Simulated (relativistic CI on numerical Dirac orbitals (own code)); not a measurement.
**Hyperfine structure of Rb IV, mass number 87**

Calculated at this level of theory: Dirac-Coulomb-Breit CI, KLI orbitals optimised for each configuration, model QED, valence Slater integrals scaled by 0.85, P86 correlation energy added to each configuration (own radial code, finite nucleus).

Configuration list (outside the closed core [Ar] 3d10): 4s2 4p4, 4s 4p5, 4s2 4p3 4d, 4p6, 4s2 4p3 4f, 4s 4p4 4d, 4s2 4p3 5s, 4s2 4p3 5p, 4s 4p4 4f, 4s2 4p3 5d, 4s2 4p3 6s, 4s2 4p3 6p, 4s2 4p3 5f, 4s2 4p2 4d2, 4s2 4p 4d3, 4s2 4p 4d2 4f, 4s 4p2 4d3, 4s2 4p 4d2 5s, 4s2 4p 4d2 5p. Double excitations out of closed p, d and f shells are left out; levels of such configurations are missing from the list, as are those of other unlisted configurations, and high levels can miss mixing partners. These lack a partner that the ground configuration has and come out too high: 4s 4p4 4f, 4s2 4p3 5d, 4s2 4p3 6s, 4s2 4p3 6p, 4s2 4p3 5f.

Nuclear spin I = 3/2, μ = 2.75129 μN, Q = 0.1335 b (tables of Stone and Pyykkö). The electronic factors are computed for point nuclear moments, without core polarisation; leaving it out makes A of s and p electrons in near-neutral atoms 20 to 40 % too small, and it can dominate for d and f shells.

| Level | E (cm⁻¹) | A (MHz) | B (MHz) |
| --- | --- | --- | --- |
| 4s2 4p4 3P_2 | 0.0 | 2599 | 296 |
| 4s2 4p4 3P_1 | 6138.8 | -319.3 | -164 |
| 4s2 4p4 1D_2 | 17215.3 | 5336 | -634 |
| 4s 4p5 3P°_2 | 144968.9 | 13580 | -305 |
| 4s 4p5 3P°_1 | 149558.8 | 12410 | 159 |
| 4s2 4p3 4d 1P°_1 | 177538.0 | 7669 | -234 |
| 4s2 4p3 4d 5D°_1 | 178900.3 | 35.32 | -16.8 |
| 4s2 4p3 4d 5D°_2 | 178919.1 | 238.9 | -9.12 |

Levels with J = 0, under 50 % of one LS term, or S terms without an open s electron are left out. Small factors come from cancelling terms and can be off by tens of per cent or more.

Correlation outside the listed configurations is missing or only estimated: errors of thousands of cm⁻¹ between configurations and terms are usual at this charge. Rates and lifetimes follow the computed energies and can be off by large factors. The fine structure of a lone outer electron comes out too small, for d and f at times inverted, and misplaced configurations move strength between like terms. 54 of the 69 excited levels that our extract of the measured tables holds in this range could be paired (the sources list more); they are missed by 8643 cm⁻¹ on average and 12667 at most, and levels without a partner can miss by more.

Question: Give the hyperfine levels of 4s2 4p4 3P_2 relative to its centre of gravity.

Answer: With K = F(F + 1) − I(I + 1) − J(J + 1), E = AK/2 + B[¾K(K + 1) − I(I + 1)J(J + 1)]/[2I(2I − 1)J(2J − 1)]: F = 1/2: -11440, F = 3/2: -7798, F = 5/2: -1485, F = 7/2: 7872 MHz.

LS names give the leading component of a level, which can be under half, so a name can repeat, a term be missing and a line seem to break the LS rules.
